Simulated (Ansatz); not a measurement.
Job for Ansatz (a program for electronic structure): R-CCSD(T)/def2-SVPD on C2H6Zn (SMILES [CH3][Zn][CH3]) with ghost functions.

Ansatz 0.2 input:
```yaml
crystal:
  periodic: [false, false, false]
  atoms:
    - {symbol: C, position_ang: [-0.06174966, 2.08216548, -0.20756973]}
    - {symbol: Zn, position_ang: [-0.00395106, 0.05995802, 0.10670318]}
    - {symbol: C, position_ang: [0.09058461, -1.98210733, -0.02291947]}
    - {symbol: H, position_ang: [0.79905814, 2.57491311, 0.23806959]}
    - {symbol: H, position_ang: [-0.94628816, 2.52896537, 0.23991191]}
    - {symbol: H, position_ang: [-0.06990047, 2.35586169, -1.25860766]}
    - {symbol: H, position_ang: [-0.70567375, -2.45556856, 0.54698007]}
    - {symbol: H, position_ang: [1.03006607, -2.35965231, 0.37530943]}
    - {symbol: H, position_ang: [0.01090111, -2.35319772, -1.04096704]}
basis:
  gaussian:
    orbitals: def2-SVPD
    ghost_atoms:
      - {symbol: O, position_ang: [-0.06616559, 0.15573195, 2.44539038]}
      - {symbol: H, position_ang: [-0.10148504, 0.94696361, 2.98752528]}
      - {symbol: H, position_ang: [-0.05588707, -0.60887588, 3.02516512]}
magnetization: {spin_polarized: false}
correlation: {method: ccsd_t, electrons: outside_noble_gas}
scf: {lower_state_search: off}
```

It printed:

```
WARN ansatz: RAYON_NUM_THREADS=2 ignored (pool sized by the plan → 2); use --threads N
Functional definition: HF
these checks for a lower state are left out or cut short: stability, starts, cluster_reference, orbital_swaps, neighbouring_geometries, increment
integrals: 0.49 GiB planned
1484 factors; integrals over basis functions are off by at most 1.3e-3 eV
mean field: 0.70 GiB planned
mean field evaluation 1: about -50521.3425 eV, gradient 3.1e1 eV
mean field evaluation 2: about -50521.3728 eV, gradient 3.1e1 eV
mean field evaluation 4: about -50523.8366 eV, gradient 3.7e0 eV
mean field evaluation 8: about -50523.8717 eV, gradient 2.9e-4 eV
mean field -50523.87171775 eV, -1856.7180393172 hartree, gradient 3.9e-6 eV, S^2 0.000000; 0 other end points of the search recorded, 0 dependent functions left out
11 core orbitals not correlated
reference -50523.87171775 eV, -1856.7180393172 hartree; 13, 13 occupied and 137, 137 virtual orbitals, 1484 factors
second order -17.32232683 eV of doubles, -0.00000000 eV of singles
coupled cluster: 1.36 GiB planned
cycle   1  -17.03744794 eV  change    2.8e-1 eV  update   1.1e-1
cycle   2  -17.53021432 eV  change   -4.9e-1 eV  update   4.2e-2
cycle   3  -17.64745171 eV  change   -1.2e-1 eV  update   1.8e-2
cycle   4  -17.64414480 eV  change    3.3e-3 eV  update   5.1e-3
cycle   5  -17.64191287 eV  change    2.2e-3 eV  update   2.3e-3
cycle   6  -17.64191607 eV  change   -3.2e-6 eV  update   6.8e-4
cycle   7  -17.64174338 eV  change    1.7e-4 eV  update   2.6e-4
cycle   8  -17.64167049 eV  change    7.3e-5 eV  update   7.5e-5
cycle   9  -17.64167725 eV  change   -6.8e-6 eV  update   2.5e-5
perturbative correction -0.58470622 eV, -0.0214875574 hartree
Total energy: -50542.09810123 eV, -1857.3878465557 hartree
Checks for a lower state left out: stability, starts, cluster_reference, orbital_swaps, neighbouring_geometries, increment
```

Self-consistency was reached.

Cost: about 50 core-seconds (a rough figure).
